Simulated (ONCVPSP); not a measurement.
Cutoff test, palladium (Pd), ONCV

```
Element                 : Pd
Generator               : ONCVPSP 4.0.1
Type                    : optimised norm-conserving Vanderbilt (ONCV)
Functional              : PBE
Relativity              : scalar-relativistic
Frozen core             : [Ar] 3d10
Valence charge          : 18
Reference configuration : 4s2 4p6 4d9.5 (charge +0.5)
Partial waves           : 4s: rc 1.35 bohr, ncon 4, nbas 8, qcut 7.2 1/bohr, 2 projectors, debl 2.4 Ha; 4p: rc 1.35 bohr, ncon 4, nbas 7, qcut 12.6 1/bohr, 2 projectors, debl 1.8 Ha; 4d: rc 1.90 bohr, ncon 4, nbas 9, qcut 8.8 1/bohr, 2 projectors, debl 1 Ha
Local potential         : polynomial inside 1.20 bohr (lpopt 5, dvloc0 3 Ha)
Core correction         : Teter function, fcfact 2.5, rcfact 1.8
```

In the s channel the program set the typed energies aside and used -3.331, 0.250 Ha. In the p channel the program set the typed energies aside and used -2.075, 0.250 Ha.

For each optimised wave give the share of its norm inside rc, the residual kinetic energy above qcut (Ha) and the cutoffs (Ha) for errors of 10, 1, 0.1 and 0.01 mHa per electron.

```tsv
wave	norm inside rc	residual KE	10 mHa	1 mHa	0.1 mHa	0.01 mHa
4s	0.889	5.3e-04	18.8	24.1	81.6	103.5
s projector 2	0.023	1.4e-04	12.4	20.9	27.1	69.9
4p	0.811	8.5e-08	34.0	46.2	56.0	64.1
p projector 2	0.063	1.1e-08	22.0	39.5	50.8	60.0
4d	0.762	7.7e-08	20.0	25.2	29.5	32.9
d projector 2	0.141	1.0e-07	18.7	24.5	29.3	33.0
```

The occupied waves need 46 Ha and 82 Ha for 1 and 0.1 mHa.
